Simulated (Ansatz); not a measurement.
# Two structures, one formula

The two ends of one reaction step of Si2H5F3, closed shell (PBE0-D4/def2-TZVP).

A:

```
10
angstrom
Si -1.2713 -0.3092 -0.5450
H 1.5837 1.9480 -1.0929
F -1.5629 -1.6053 -1.4033
F -2.6392 0.1196 0.1234
F -0.8799 0.8369 -1.5639
H 2.2015 1.9651 -0.6738
Si 0.3895 -0.6799 1.0443
H 0.6066 0.5713 1.8113
H -0.0648 -1.7641 1.9505
H 1.6369 -1.0823 0.3494
```

B:

Si1  (-1.333, 0.303, -1.495)
H2  (0.006, 0.320, -2.078)
F3  (-2.411, -0.018, -2.595)
F4  (-1.441, -0.798, -0.374)
F5  (-1.687, 1.695, -0.855)
H6  (2.634, 0.046, 2.181)
Si7  (1.371, -0.305, 1.483)
H8  (0.837, 0.910, 0.814)
H9  (0.378, -0.810, 2.461)
H10  (1.645, -1.343, 0.458)
(Å)

Ansatz 0.2.0; basis: def2-TZVPP; cores frozen in the correlated methods. B3LYP uses VWN-RPA correlation.

Question: Which structure is lower at CCSD(T), and by how much? (Judge from chemistry; the value comes from the calculation.)

Answer: Computed: B, by 37.2 kJ/mol (electronic energy, against the other). By their contacts, A is a complex of Si₂H₃F₃ ([F][Si]([F])([F])[SiH3]) + H₂ and B is a complex of SiHF₃ ([F][SiH]([F])[F]) + SiH₄.

All methods give the same order:

```csv
method,E(B) − E(A) (kJ/mol)
SPW92,-19.3
PBE-D4,-14.9
BLYP-D4,-23.8
r2SCAN-D4,-26.4
B97M-V,-30.3
PBE0-D4,-23.2
B3LYP-D4,-30.3
r2SCAN0-D4,-31.3
BHLYP-D4,-39.2
CAM-B3LYP-D4,-36.1
wB97X-V,-30.9
wB97M-V,-35.3
B2PLYP,-36.8
PBE-QIDH,-33.1
RPA on PBE,-40.2
HF,-58.8
MP2,-38.6
CCSD,-41.4
CCSD(T),-37.2
```

No T1 diagnostic of these runs exceeds 0.013.

Labels in which every atom is bracketed show which atoms are joined, not bond orders.

For scale, one of the runs: CCSD(T)/def2-TZVPP, 247 basis functions, launched by `ansatz run in.yaml --threads 8 --pin off --events-out ev --progress --plain --max-ram 19148MiB`. The run took 2.3 min on 8 CPU threads of an Arm Neoverse N1 (shared host), with 5.2 GiB of host memory at its peak.
